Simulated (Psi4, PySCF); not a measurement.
Approach curve of the dimer C2H6 ··· COS (SMILES CC and O=C=S), singlet. Monomers: optimised at B3LYP-D3(BJ) (def2-TZVP), held rigid. Orientation: lowest of the rigid-body minima from ten starts at GFN2-xTB. The monomers approach along the line of their centres of mass (distance R); nothing else relaxes. The table gives interaction energies.

| R / Å | A | B | C |
|---|---|---|---|
| 3.05 | 5.18 | 2.01 | 7.42 |
| 3.19 | 2.99 | 0.32 | 5.03 |
| 3.42 | 1.09 | -1.03 | 2.63 |
| 3.63 | 0.36 | -1.42 | 1.41 |
| 3.82 | 0.09 | -1.45 | 0.77 |
| 4.00 | -0.01 | -1.33 | 0.40 |
| 4.30 | -0.03 | -1.04 | 0.09 |
| 4.63 | 0.00 | -0.73 | -0.03 |
| 5.16 | 0.01 | -0.39 | -0.05 |
| 5.85 | 0.01 | -0.17 | -0.02 |
| 6.82 | 0.00 | -0.06 | 0.00 |
| 8.17 | 0.00 | -0.02 | 0.00 |

Energies in kcal/mol.

Q: Match the curves with the methods PBE-D3(BJ)/def2-TZVP, counterpoise-corrected (Psi4); restricted B3LYP/6-31G*, spherical d, no counterpoise correction run with PySCF; revPBE/def2-TZVP, counterpoise-corrected run with Psi4 1.11.

A: A is RKS-B3LYP/6-31G*; B is PBE-D3(BJ)/def2-TZVP; C is revPBE/def2-TZVP.
